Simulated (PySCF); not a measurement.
UHF on Tc²⁺ (technetium, charge +2)

Configuration: [Kr] 4d4 5s1, high-spin 6D determinant (an excited configuration). All numbers are calculated (PySCF 2.14, a scalar-relativistic core potential, in def2-TZVPPD with the def2 core potential (28 electrons) (6s4p3d2f1g, 56 functions)).

| Quantity | Value |
| --- | --- |
| Total energy | -79.171788 hartree |
| One-electron energy | -127.2076 hartree |
| Hartree (Coulomb) energy | 55.7788 hartree |
| Exchange energy | -7.7430 hartree |
| ⟨S²⟩ | 8.7526 |
| ⟨L²⟩ | 6.028 |
| Sum of ⟨r⟩ | 18.36 bohr |
| Sum of ⟨r²⟩ | 32.24 bohr² |
| Traceless quadrupole moment −½Σ⟨3z² − r²⟩ along its main axis | -0.663 e·bohr² |

```json
{"shell": "4s α", "electrons": "1", "mean orbital energy (eV)": "-115.09", "spread (eV)": "0", "rms radius, mean of both spins (bohr)": "1.13"}
{"shell": "4s β", "electrons": "1", "mean orbital energy (eV)": "-107.97", "spread (eV)": "0", "rms radius, mean of both spins (bohr)": "1.13"}
{"shell": "4p α", "electrons": "3", "mean orbital energy (eV)": "-82.101", "spread (eV)": "1.144", "rms radius, mean of both spins (bohr)": "1.25"}
{"shell": "4p β", "electrons": "3", "mean orbital energy (eV)": "-73.234", "spread (eV)": "1.662", "rms radius, mean of both spins (bohr)": "1.25"}
{"shell": "4d α", "electrons": "4", "mean orbital energy (eV)": "-33.733", "spread (eV)": "1.425", "rms radius, mean of both spins (bohr)": "1.68"}
{"shell": "5s α", "electrons": "1", "mean orbital energy (eV)": "-23.258", "spread (eV)": "0", "rms radius, mean of both spins (bohr)": "3.01"}
```

Energies and moments cover only the electrons outside the core potential.
